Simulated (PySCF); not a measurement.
# Solvent effects on NMR parameters

Molfile (atoms numbered from 1):
```
C3H8B
     RDKit          3D

 12 11  0  0  0  0  0  0  0  0999 V2000
    1.7210   -0.6325   -0.3538 B   0  0  0  0  0  0  0  0  0  0  0  0
    0.8366    0.6263    0.1246 C   0  0  0  0  0  0  0  0  0  0  0  0
   -0.4955    0.7974    0.2476 C   0  0  0  0  0  0  0  0  0  0  0  0
   -1.5357   -0.2383   -0.0629 C   0  0  0  0  0  0  0  0  0  0  0  0
    1.0482   -1.6349   -0.6713 H   0  0  0  0  0  0  0  0  0  0  0  0
    2.4255   -0.2884   -1.3316 H   0  0  0  0  0  0  0  0  0  0  0  0
    2.5123   -0.9481    0.5655 H   0  0  0  0  0  0  0  0  0  0  0  0
    1.4122    1.5275    0.4103 H   0  0  0  0  0  0  0  0  0  0  0  0
   -0.8952    1.7641    0.6025 H   0  0  0  0  0  0  0  0  0  0  0  0
   -2.1590   -0.4862    0.8192 H   0  0  0  0  0  0  0  0  0  0  0  0
   -2.2405    0.0960   -0.8502 H   0  0  0  0  0  0  0  0  0  0  0  0
   -1.0456   -1.1605   -0.4083 H   0  0  0  0  0  0  0  0  0  0  0  0
  1  2  1  0
  2  3  2  0
  3  4  1  0
  1  5  1  0
  1  6  1  0
  1  7  1  0
  2  8  1  0
  3  9  1  0
  4 10  1  0
  4 11  1  0
  4 12  1  0
M  CHG  1   1  -1
M  END
```

GIAO PBE0/pcSseg-1 in PySCF 2.14 on one PBE0-D3(BJ)/def2-SVP conformer, non-relativistic, equivalent nuclei averaged. Solvents enter as an IEF-PCM continuum (chloroform with ε = 4.7, dichloromethane with ε = 8.9) around the gas-phase geometry. Shifts are referred to BF3·OEt2, TMS computed in the same medium.

Gas phase, δ in ppm: B1 -39.3, C2 172.6, C3 118.8, C4 18.5, H8 6.68, H9 5.09, H10/H11/H12 1.78, H5/H6/H7 1.11. Dipole moment 6.41 D.

Q: How does each δ change in the continuum?

A: 
```tsv
atoms	environment	Δδ, chloroform	Δδ, dichloromethane
B1	boron bonded to C, 3 H	-0.5	-0.5
C2	alkene CH	-9.6	-11.4
C3	alkene CH	+8.9	+10.7
C4	allylic methyl carbon	0.0	+0.1
H8	hydrogen on an alkene CH	-0.29	-0.35
H9	hydrogen on an alkene CH	+0.43	+0.52
H10/H11/H12	hydrogen on an allylic methyl carbon	+0.07	+0.09
H5/H6/H7	hydrogen on a boron bonded to C	-0.22	-0.26
```

Changes are relative to the gas phase. The dipole moment becomes 7.58 D in chloroform, 7.81 D in dichloromethane.

Q: Which nuclei move most (in ppm), and what does the model miss?

A: C2 (alkene CH, -11.4 ppm) in dichloromethane. A continuum only polarises the solute; specific hydrogen bonds, the anisotropy of aromatic solvents and changes of geometry or conformer are outside it, as are counter-ions.
